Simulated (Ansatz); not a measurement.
Consider the substitution at a C–B bond: `BCC[SiH2]C` + HCl → `C[SiH2]CCCl` + BH₃.

Program: Ansatz. Geometries: PBE0-D4/def2-TZVP. ΔE: electronic, gas phase. CCSD(T)/CBS adds triple-zeta CCSD(T) − MP2 to the extrapolated MP2 energy (def2 sets, frozen cores). This one scheme is used for every species. DFT in def2-TZVPP. B3LYP here is the variant with VWN-RPA as its local correlation; programs differ in this. One conformer a species, not always the lowest.

| level | ΔE (kcal/mol) | difference from CCSD(T)/CBS |
| --- | --- | --- |
| PBE-D4 | 14.7 | 0.9 |
| r2SCAN-D4 | 14.5 | 0.7 |
| B3LYP-D4 | 13.3 | -0.5 |
| ωB97X-V | 13.4 | -0.4 |
| PBE0 | 14.7 | 0.9 |
| B3LYP | 13.4 | -0.4 |
| MP2/def2-TZVPP | 13.7 | -0.1 |
| SCS-MP2/def2-TZVPP | 12.7 | -1.1 |
| CCSD(T)/def2-TZVPP | 14.0 | 0.2 |
| HF/def2-QZVPP | 11.4 | -2.4 |
| CCSD(T)/CBS | 13.8 | 0 |

Largest T1 diagnostic among the species: 0.010.

In def2-TZVPP, CCSD(T) changes the Hartree–Fock value by +2.6 kcal/mol (the triples alone add −0.1 kcal/mol) and MP2 by +2.3 kcal/mol.
